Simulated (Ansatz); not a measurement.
Start from `CC[SiH2]CS` and change one atom or group to get `CC[SiH2]I`.

Ansatz, PBE0-D4/def2-TZVP geometries, multiplicity 1. Each molecule was computed in one conformer, which needn't be the lowest.

Elements past krypton have def2 core potentials.  Spin–orbit coupling is left out; it splits and shifts lone-pair levels of the heavy atoms by tenths of an eV.

```csv
property,`CC[SiH2]CS`
LUMO energy (PBE/def2-TZVPP) / eV,-0.60
HOMO–LUMO gap (PBE0/def2-TZVPP) / eV,7.03
HOMO–LUMO gap (PBE/def2-TZVPP) / eV,4.90
HOMO energy (PBE0/def2-TZVPP) / eV,-6.72
size of the dipole moment (ωB97M-V/def2-TZVPP) / D,1.45
LUMO energy (ωB97M-V/def2-TZVPP) / eV,2.01
```

Q: Give the same properties after the change, and the shifts. (Best estimate.)

A: Computed: 
```
                                          property  `CC[SiH2]I`  shift
                 LUMO energy (PBE/def2-TZVPP) / eV        -1.26  -0.66
              HOMO–LUMO gap (PBE0/def2-TZVPP) / eV         7.10   0.07
               HOMO–LUMO gap (PBE/def2-TZVPP) / eV         5.12   0.22
                HOMO energy (PBE0/def2-TZVPP) / eV        -7.51  -0.79
size of the dipole moment (ωB97M-V/def2-TZVPP) / D         2.10   0.65
             LUMO energy (ωB97M-V/def2-TZVPP) / eV         1.36  -0.65
```

With PBE0 the HOMO falls by 0.79 eV and the LUMO falls by 0.72 eV, so the gap widens by about 0.07 eV. PBE moves the HOMO by -0.88 eV and ωB97M-V by -0.70 eV. Dipoles are sizes alone; their direction can turn.
